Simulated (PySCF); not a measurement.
SMILES C=C[Si](C)(C)Cl (C4H9ClSi), singlet, GFN2-xTB optimised geometry.

```
15

C     -1.52     0.58     0.00
C     -0.26     0.18     0.00
Si     0.29    -1.63     0.00
C     -0.31    -2.53     1.57
C     -0.31    -2.53    -1.57
Cl     2.34    -1.63     0.00
H     -2.34    -0.12     0.01
H     -1.80     1.63     0.00
H      0.52     0.94     0.00
H      0.03    -3.56     1.58
H     -1.39    -2.53     1.62
H      0.06    -2.05     2.47
H      0.06    -2.05    -2.47
H      0.03    -3.56    -1.58
H     -1.39    -2.53    -1.62
```

Density from PBE0/def2-TZVP (PySCF 2.14.0) at that geometry.

Minimum of the electron density along straight lines between bonded atoms, close to the bond critical point (lines longer than 1.1 times the sum of covalent radii, or with two minima, are not listed):

```json
[
 {"bond": "C1–C2", "length / Å": "1.324", "ρ at the minimum / e bohr⁻³": "0.355", "∇²ρ there / e bohr⁻⁵": "-1.09", "position (fraction from the first atom)": "0.51"},
 {"bond": "C2–Si3", "length / Å": "1.892", "ρ at the minimum / e bohr⁻³": "0.120", "∇²ρ there / e bohr⁻⁵": "?", "position (fraction from the first atom)": "0.61"},
 {"bond": "Si3–C4", "length / Å": "1.906", "ρ at the minimum / e bohr⁻³": "0.118", "∇²ρ there / e bohr⁻⁵": "0.13", "position (fraction from the first atom)": "0.39"},
 {"bond": "Si3–C5", "length / Å": "1.906", "ρ at the minimum / e bohr⁻³": "0.118", "∇²ρ there / e bohr⁻⁵": "0.13", "position (fraction from the first atom)": "0.39"},
 {"bond": "Si3–Cl6", "length / Å": "2.044", "ρ at the minimum / e bohr⁻³": "?", "∇²ρ there / e bohr⁻⁵": "?", "position (fraction from the first atom)": "0.36"},
 {"bond": "C1–H7", "length / Å": "1.078", "ρ at the minimum / e bohr⁻³": "0.288", "∇²ρ there / e bohr⁻⁵": "-1.03", "position (fraction from the first atom)": "0.64"},
 {"bond": "C1–H8", "length / Å": "1.079", "ρ at the minimum / e bohr⁻³": "0.287", "∇²ρ there / e bohr⁻⁵": "-1.03", "position (fraction from the first atom)": "0.65"},
 {"bond": "C2–H9", "length / Å": "1.084", "ρ at the minimum / e bohr⁻³": "0.282", "∇²ρ there / e bohr⁻⁵": "-0.99", "position (fraction from the first atom)": "0.64"},
 {"bond": "C4–H10", "length / Å": "1.086", "ρ at the minimum / e bohr⁻³": "0.275", "∇²ρ there / e bohr⁻⁵": "-0.92", "position (fraction from the first atom)": "0.64"},
 {"bond": "C4–H11", "length / Å": "1.085", "ρ at the minimum / e bohr⁻³": "0.275", "∇²ρ there / e bohr⁻⁵": "-0.92", "position (fraction from the first atom)": "0.64"},
 {"bond": "C4–H12", "length / Å": "1.086", "ρ at the minimum / e bohr⁻³": "0.275", "∇²ρ there / e bohr⁻⁵": "-0.92", "position (fraction from the first atom)": "0.64"},
 {"bond": "C5–H13", "length / Å": "1.086", "ρ at the minimum / e bohr⁻³": "0.275", "∇²ρ there / e bohr⁻⁵": "-0.92", "position (fraction from the first atom)": "0.64"},
 {"bond": "C5–H14", "length / Å": "1.086", "ρ at the minimum / e bohr⁻³": "0.275", "∇²ρ there / e bohr⁻⁵": "-0.92", "position (fraction from the first atom)": "0.64"},
 {"bond": "C5–H15", "length / Å": "1.085", "ρ at the minimum / e bohr⁻³": "0.275", "∇²ρ there / e bohr⁻⁵": "-0.92", "position (fraction from the first atom)": "0.64"}
]
```

Question: Some entries are withheld; supply them.

Answer: 
- C2–Si3, ∇²ρ there / e bohr⁻⁵: 0.17
- Si3–Cl6, ρ at the minimum / e bohr⁻³: 0.099
- Si3–Cl6, ∇²ρ there / e bohr⁻⁵: 0.25
